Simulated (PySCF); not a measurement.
**Rb⁺ (rubidium, charge +1) across methods**

[Kr], closed-shell 1S. All numbers are calculated (PySCF 2.14, a scalar-relativistic core potential, in def2-TZVPPD with the def2 core potential (28 electrons) (6s4p3d1f, 40 functions)).

```tsv
method	E (hartree)	mean ε 4s (eV)	mean ε 4p (eV)	Σ⟨r²⟩ (bohr²)	⟨S²⟩
BHandHLYP	-23.8874	-43.648	-24.993	25.52	0.000
PBE0	-23.9273	-40.893	-23.420	25.46	0.000
r2SCAN	-23.9458	-39.174	-22.219	25.36	0.000
B2PLYP	-23.8284	-43.736	-24.951	25.54	0.000
PBE	-23.9249	-38.031	-21.710	25.50	0.000
TPSSh	-23.9321	-39.565	-22.515	25.43	0.000
UHF	-23.66274	-48.401	-27.503	25.57	0.000
LDA	-23.8285	-37.974	-21.721	25.74	0.000
```

Task: Estimate the same row for revPBE.

Result: E (hartree) = -23.9547; mean ε 4s (eV) = -38.028; mean ε 4p (eV) = -21.694; Σ⟨r²⟩ (bohr²) = 25.43; ⟨S²⟩ = 0.000.

Energies and moments cover only the electrons outside the core potential.
